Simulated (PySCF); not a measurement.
## Two-component Hartree-Fock for Hf⁴⁴⁺ (hafnium, charge +44)

Start: [Ar] 3d10. Calculated with PySCF 2.14 in an even-tempered Gaussian basis (18 s from 3.5 bohr⁻², ratio 2.6; 15 p from 4.6 bohr⁻², ratio 2.6; 10 d from 4.6 bohr⁻², ratio 2.6; 5 f from 4.7 bohr⁻², ratio 2.8): generalised Hartree-Fock with the X2C-1e Hamiltonian and a Gaussian nucleus; spin-orbit coupling (SO) screened by Boettger's factors.

| spinor shell | electrons | ε, screened SO (eV) | weight of nominal j (screened SO) | rms radius, screened SO (bohr) |
| --- | --- | --- | --- | --- |
| 1s1/2 | 2 | -67871.7 | 1.000 | 0.0215 |
| 2s1/2 | 2 | -13510.7 | 1.000 | 0.0867 |
| 2p1/2 | 2 | -12990.9 | 1.000 | 0.0738 |
| 2p3/2 | 4 | -11787.7 | 1.000 | 0.0809 |
| 3s1/2 | 2 | -4675.4 | 1.000 | 0.218 |
| 3p1/2 | 2 | -4449.4 | 1.000 | 0.209 |
| 3d3/2 | 4 | -3807.0 | 1.000 | 0.195 |
| 3d5/2 | 6 | -3747.1 | 1.000 | 0.199 |

(1) Where does 3p3/2 lie, and what is the 3p spin-orbit splitting (screened SO)?

| quantity | screened SO |
| --- | --- |
| E (hartree) | -13769.63730 |
| M_J | 0 |
| ⟨J²⟩ | 0.000 |
| ⟨L²⟩ | 0.054 |
| ⟨S²⟩ | 0.054 |

Breit and QED terms are absent; they matter most for the inner s and p1/2 levels.

Densities and radii are taken from the X2C orbitals without a picture-change correction, which distorts them close to the nucleus.

Answers

(1) At -4175.1 eV, 274.31 eV above 3p1/2.
